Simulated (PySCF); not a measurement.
# The second ionisation energy along the 4d series

Calculated with PySCF 2.14 from differences of total energies of unrestricted determinants, without spin-orbit coupling. Values in eV. The last column holds reference values (NIST; (s) semi-empirical, (t) theoretical, else measured). Unmarked ones compare directly (S terms, centres of terms, or small fine structure); those marked * lie between the lowest fine-structure levels and include a spin-orbit shift.

| element | configurations | UHF | PBE0 | MP2 (valence) | SCS-MP2 (valence and next inner shell) | CCSD (valence) | CCSD(T) (valence) | reference |
| --- | --- | --- | --- | --- | --- | --- | --- | --- |
| Zr (def2-QZVPPD with the def2 core potential (28 electrons), ECP) | [Kr] 4d2 5s1 → [Kr] 4d2 | 12.297 | 13.225 | 12.532 | 12.808 | 12.604 | 12.608 | 13.13 * |
| Nb (def2-QZVPPD with the def2 core potential (28 electrons), ECP) | [Kr] 4d4 → [Kr] 4d3 | 13.054 | n/a | 13.614 | 13.713 | 13.688 | 13.704 | 14.32 (s) * |
| Mo (def2-QZVPPD with the def2 core potential (28 electrons), ECP) | [Kr] 4d5 → [Kr] 4d4 | 15.102 | 16.285 | 15.776 | 15.714 | 15.815 | 15.838 | 16.16 ± 0.12 (s) * |
| Ru (def2-QZVPPD with the def2 core potential (28 electrons), ECP) | [Kr] 4d7 → [Kr] 4d6 | 14.979 | 16.773 | 16.424 | 16.424 | 16.334 | 16.423 | 16.76 ± 0.06 (s) * |
| Rh (def2-QZVPPD with the def2 core potential (28 electrons), ECP) | [Kr] 4d8 → [Kr] 4d7 | 16.157 | 18.127 | 17.923 | 17.872 | 17.710 | 17.824 | 18.08 (s) * |
| Pd (def2-QZVPPD with the def2 core potential (28 electrons), ECP) | [Kr] 4d9 → [Kr] 4d8 | 17.418 | 19.449 | 19.471 | 19.324 | 19.137 | 19.271 | 19.43 ± 0.12 (s) * |
| Ag (def2-QZVPPD with the def2 core potential (28 electrons), ECP) | [Kr] 4d10 → [Kr] 4d9 | 19.719 | 21.556 | 21.853 | 21.554 | 21.431 | 21.564 | 21.484 * |
| Cd (def2-QZVPPD with the def2 core potential (28 electrons), ECP) | [Kr] 4d10 5s1 → [Kr] 4d10 | 15.585 | 17.103 | 16.828 | 16.741 | 16.640 | 16.724 | 16.908 |

Problem. Fill in the row of Tc (def2-QZVPPD with the def2 core potential (28 electrons), ECP) ([Kr] 4d5 5s1 → [Kr] 4d5).

Solution. UHF 14.290; PBE0 15.422; MP2 (valence) 14.869; SCS-MP2 (valence and next inner shell) 14.870; CCSD (valence) 14.888; CCSD(T) (valence) 14.914; reference 15.26 (s) (eV).

"Valence" correlates the outer s and p shells and, in groups 3 to 12 and the f block, the outer d or f shell, open or full, or the next shell where the ion has no valence electron left; the wider scheme adds the next inner shell.
